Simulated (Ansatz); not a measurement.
`CO[SiH](C)N` + H₂ → `CO[SiH2]N` + CH₄  (hydrogenolysis of the Si–C bond)

Gas-phase electronic energies from Ansatz, PBE0-D4/def2-TZVP geometries. CBS: MP2 limit from def2 TZ/QZ plus the TZ coupled-cluster correction, frozen cores. This one scheme is used for every species. DFT in def2-TZVPP. B3LYP here is the variant with VWN-RPA as its local correlation; programs differ in this. One conformer a species, not always the lowest.

```json
{"level": "B3LYP-D4", "ΔE (kJ/mol)": "-23.4"}
{"level": "HF/CBS(def2)", "ΔE (kJ/mol)": "-45.2"}
```

Problem. What does CCSD(T)/CBS give? (Best estimate.)

Solution. Ansatz gave: -20.5 kJ/mol. The listed levels differ from it by -2.9, -24.7 kJ/mol.

Largest T1 diagnostic among the species: 0.011.

In def2-TZVPP, CCSD(T) changes the Hartree–Fock value by +22.4 kJ/mol (the triples alone add +3.9 kJ/mol) and MP2 by +26.5 kJ/mol. The D4 term adds +10.5 kJ/mol with B3LYP and +5.9 kJ/mol with PBE0; it sums over pairs of atoms, weighted by their polarisabilities, and B3LYP, whose exchange is more repulsive, gets the larger term.
